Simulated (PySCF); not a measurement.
Computed structure and properties of Y(OH)3(H2O)

System: Y(OH)3(H2O) (singlet); start: template (C1). Method: PySCF 2.14.0, RKS PBE0, Y def2-SVP with ECP28, O def2-SVP, H def2-SVP; non-relativistic Hamiltonian with scalar-relativistic core potentials where named; density fitting; no spin-orbit coupling.

Input of the relaxation:

```python
mol = gto.M(atom='''
Y      0.02935    -0.02619     0.02777
O      1.24875     1.19321     1.24717
H      2.01585     1.46531     1.76677
O     -1.19005    -1.24559     1.24717
H     -1.95715    -1.51769     1.76677
O      1.24875    -1.24559    -1.19163
H      1.52085    -2.01269    -1.71123
O     -1.35625     1.35941    -1.35783
H     -1.38255     2.32881    -1.38413
H     -2.01125     1.07141    -2.01283''',
    basis={'Y': 'def2-SVP', 'O': 'def2-SVP', 'H': 'def2-SVP'},
    ecp={'Y': 'def2-SVP'},
    charge=0, spin=0)
mf = dft.RKS(mol, xc='PBE0')
mf.grids.atom_grid = (50, 194)
mf = mf.density_fit()  # fitting sets: Y def2-universal-JKFIT, O def2-universal-JKFIT, H def2-universal-JKFIT
mf.conv_tol = 1e-08; mf.max_cycle = 55
mf.kernel(dm0)  # dm0: converged density of the start geometry
# quasi-Newton relaxation in Cartesian coordinates to a largest gradient under 0.00045 Eh/bohr, steps kept in the point group
```

Run from Python with OMP_NUM_THREADS=2; the lines above give its settings. Where DIIS fails, smearing, a level shift and second-order steps follow.
It took 4.1 min on 2 threads of Intel(R) Xeon(R) 6975P-C (Granite Rapids), on a shared host, from the converged density of the start.

Course of the relaxation:

```
step  energy above end (eV)  largest force component within the symmetry (eV/Å)
   0                 0.5848                                               1.536
   1                 0.3568                                               0.838
   2                 0.2646                                               0.742
   3                 0.2378                                               0.854
   4                 0.2058                                               0.162
   5                 0.1915                                               0.291
   6                 0.1862                                               0.296
   7                 0.1798                                               0.196
  53                 0.0002                                               0.041
  54                 0.0001                                               0.034
  55                 0.0001                                               0.027
  56                 0.0001                                               0.025
  57                 0.0000                                               0.023
  58                 0.0000                                               0.014
```
(The steps between are left out.)

Relaxed geometry (C1):

```xyz
10

Y     0.0049   -0.3823   -0.1019
O     0.6941    1.5045    0.5651
H     1.3442    2.0971    0.9408
O    -1.4571   -1.2709    0.9890
H    -2.0547   -1.8024    1.5110
O     1.2869   -1.5887   -1.1081
H     1.8326   -2.2574   -1.5177
O    -1.0605    1.4328   -1.2318
H    -0.4599    1.9171   -0.5853
H    -1.9643    1.7206   -1.0632
```

```
    contact      Å
 Y1–O2 (OH)  2.117
 Y1–O4 (OH)  2.029
 Y1–O6 (OH)  2.028
Y1–O8 (H2O)  2.389
```

Short contacts between ligands at the end: H9···O2 1.68 Å.

On the finer grid (75, 302):

```json
{"HOMO": "-7.49 eV", "LUMO": "-0.47 eV", "Dipole about the centre of mass": "1.64 D", "Set of Mulliken populations of Y1 outside the core potential": "s 2.21, p 6.35, d 1.38, f 0.17", "D3(BJ) dispersion energy (not in the energies)": "-0.140 eV"}
```

```json
{"atom": "Y1", "Mulliken (e)": "0.90", "Löwdin (e)": "0.21", "spin (e)": "0.00"}
{"atom": "O2", "Mulliken (e)": "-0.57", "Löwdin (e)": "-0.25", "spin (e)": "0.00"}
{"atom": "H3", "Mulliken (e)": "0.18", "Löwdin (e)": "0.08", "spin (e)": "0.00"}
{"atom": "O4", "Mulliken (e)": "-0.49", "Löwdin (e)": "-0.20", "spin (e)": "0.00"}
{"atom": "H5", "Mulliken (e)": "0.17", "Löwdin (e)": "0.08", "spin (e)": "0.00"}
{"atom": "O6", "Mulliken (e)": "-0.49", "Löwdin (e)": "-0.20", "spin (e)": "0.00"}
{"atom": "H7", "Mulliken (e)": "0.17", "Löwdin (e)": "0.08", "spin (e)": "0.00"}
{"atom": "O8", "Mulliken (e)": "-0.32", "Löwdin (e)": "-0.01", "spin (e)": "0.00"}
{"atom": "H9", "Mulliken (e)": "0.23", "Löwdin (e)": "0.10", "spin (e)": "0.00"}
{"atom": "H10", "Mulliken (e)": "0.21", "Löwdin (e)": "0.12", "spin (e)": "0.00"}
```

No frequency check is given for this geometry.

Taking off one OH (charge -1, singlet; the rest: singlet) in vacuum, both parts rigid, costs 11.41 eV; the small basis without counterpoise inflates it. Most of it is the attraction of opposite charges; other ways to part are cheaper, and one spin state was tried for the rest.

Rigid scan of OH along the line from its metal:

(distance to O2 (Å), energy (eV)): (1.82, 1.122), (1.92, 0.432), (2.02, 0.094), (2.12, 0.000), (2.22, 0.071), (2.32, 0.256), (2.52, 0.817), (2.82, 1.849), (3.22, 3.204), (3.72, 4.581)

Taking off one H2O (charge 0, singlet; the rest: singlet) in vacuum, both parts rigid, costs 1.46 eV; the small basis without counterpoise inflates it.

Rigid scan of H2O along the line from its metal:

(distance to O8 (Å), energy (eV)): (2.09, 0.455), (2.19, 0.173), (2.29, 0.038), (2.39, 0.000), (2.49, 0.025), (2.59, 0.089), (2.79, 0.272), (3.09, 0.563), (3.49, 0.864), (3.99, 1.095)

One start shape was tried, so this needn't be the lowest isomer.
